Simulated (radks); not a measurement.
The numbers below are computed, except where a source is named.
Task: Ionisation of In4+, [Kr] 4d9, to In5+, [Kr] 4d8, under several functionals. Scalar-relativistic Kohn-Sham, spin-polarised, spherical densities, point nucleus; open shells are filled with parallel spins first (spin-orbit coupling, left out, can overturn this in heavy ions); a radial shooting solver on a logarithmic mesh with Libxc functionals. Known Delta-SCF values: RPBE 73.424 eV; BP86 73.571 eV. What does PBEsol give, and what is its highest occupied eigenvalue?

Result: 73.471 eV by Delta-SCF; the 4d eigenvalue is -64.649 eV. NIST: 69 eV (semi-empirical).
